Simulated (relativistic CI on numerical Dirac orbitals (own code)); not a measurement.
**Sensitivity of the levels of Tm26+ to α and to the nuclear radius**

Calculated at this level of theory: Dirac-Coulomb-Breit CI, orbitals from a KLI potential per configuration, derivatives by finite differences, unscaled Slater integrals, QED left out (own radial code, finite nucleus).

CI space (outside the closed core [Ar] 3d10): 4s2 4p6 4d7, 4s2 4p5 4d8, 4s2 4p6 4d6 4f, 4s2 4p4 4d9, 4s 4p6 4d8, 4p6 4d9, 4s2 4p6 4d6 5s, 4s 4p5 4d9. Levels of other configurations are missing.

With x = (α/α₀)² − 1 an excitation energy changes as ω = ω₀ + qx; K = 2q/ω₀ is the relative enhancement. Terms are leading LS components, so labels can repeat. The field-shift factor is F = δν/δ⟨r²⟩ for the transition from the lowest level.

Lowest level 4s2 4p6 4d7 4F_9/2.

```csv
Level,ω₀ (cm⁻¹),q (cm⁻¹),K,F (GHz/fm²)
4s2 4p6 4d7 2P_3/2,31291,-769.2,-0.0492,-0.504
4s2 4p6 4d7 2D_5/2,45497,8907,0.392,0.175
4s2 4p6 4d7 4F_7/2,80085,89640,2.24,1.96
4s2 4p6 4d7 4F_3/2,104470,91520,1.75,1.98
4s2 4p6 4d7 2G_9/2,105702,83790,1.59,1.94
4s2 4p6 4d7 4P_5/2,109504,93710,1.71,2.14
4s2 4p6 4d7 4P_1/2,115799,88370,1.53,1.54
4s2 4p6 4d7 2H_11/2,130396,86180,1.32,2.23
4s2 4p6 4d7 2G_7/2,140076,95290,1.36,2.13
4s2 4p6 4d7 2F_5/2,158523,82370,1.04,1.95
4s2 4p6 4d7 4F_5/2,185252,172200,1.86,3.67
4s2 4p6 4d7 4F_3/2,187791,160500,1.71,3.56
4s2 4p6 4d7 2D_3/2,204341,112300,1.1,2.55
4s2 4p6 4d7 2P_1/2,207020,179400,1.73,3.39
4s2 4p6 4d7 2H_9/2,212891,176500,1.66,4.11
4s2 4p6 4d7 2F_7/2,223942,168200,1.5,3.71
4s2 4p6 4d7 2D_5/2,285968,174200,1.22,4.13
4s2 4p6 4d7 2D_3/2,304181,259800,1.71,5.42
4s2 4p5 4d8 4G°_11/2,1221959,124000,0.203,9.77
4s2 4p5 4d8 2D°_5/2,1235590,118500,0.192,8.99
4s2 4p5 4d8 4F°_9/2,1238026,112700,0.182,10.2
4s2 4p5 4d8 2F°_7/2,1250727,124500,0.199,8.63
4s2 4p5 4d8 2P°_1/2,1252550,111700,0.178,10.1
```

At this charge energies of transitions that change n are usually good to better than 1 %, and those within a shell (Δn = 0) to a few per cent. Terms inside the open d or f shell come out 10 to 20 % too wide with unscaled integrals.
